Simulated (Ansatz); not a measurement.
`[F][Ti]([Cl])([Cl])[Cl]` + HCl → `[Cl][Ti]([Cl])([Cl])[Cl]` + H–F at 400 K and 1 bar (ligand exchange at a Ti–F bond).

Computed with Ansatz on PBE0-D4/def2-TZVP structures; ΔE is electronic, products minus reactants. CCSD(T)/CBS adds triple-zeta CCSD(T) − MP2 to the extrapolated MP2 energy (def2 sets, frozen cores). This one scheme is used for every species. For Ti outer-core shells are correlated without core-valence functions, which leaves a few kJ/mol of doubt a bond. Scalar relativity is left out up to krypton.

| species | CCSD(T)/CBS energy (Eh) | H − E (kJ/mol) | S (J/(mol·K)) |
| --- | --- | --- | --- |
| `[F][Ti]([Cl])([Cl])[Cl]` | -2328.31134 | 48.0 | 380.9 |
| HCl | -460.38127 | 29.6 | 195.4 |
| `[Cl][Ti]([Cl])([Cl])[Cl]` | -2688.29434 | 46.7 | 381.7 |
| H–F | -100.39570 | 36.5 | 182.2 |

H − E and S are ideal-gas, rigid-rotor, harmonic terms from PBE0-D4/def2-TZVP. 1 Eh = 2625.50 kJ/mol, R = 8.31446 J/(mol·K).

Problem. By hand: ΔE, ΔH, ΔS and ΔG.

Solution. ΔE = (-2688.29434) + (-100.39570) − (-2328.31134) − (-460.38127) = 0.00257 Eh = 6.7 kJ/mol. Δ(H − E) = 46.7 + 36.5 − 48.0 − 29.6 = 5.6, so ΔH = 12.3 kJ/mol. ΔS = 381.7 + 182.2 − 380.9 − 195.4 = -12.4 J/(mol·K). ΔG = 12.3 − 400 × (-12.4)/1000 = 17.3 kJ/mol.

Problem. By hand: the equilibrium constant, and the temperature at which ΔG would vanish if ΔH and ΔS stayed fixed.

Solution. log₁₀ K = −ΔG/(RT ln 10) = -2.3. ΔH and −TΔS have one sign here, so there is no such temperature.

TΔS isn't small against ΔH here. A doubt of 5 kJ/mol in ΔE shifts log₁₀ K by 0.7 here. These are equilibria of isolated gas molecules and say nothing of rates. Largest T1 diagnostic: 0.025 (customary marks: 0.02 for closed shells, 0.045 for open ones).
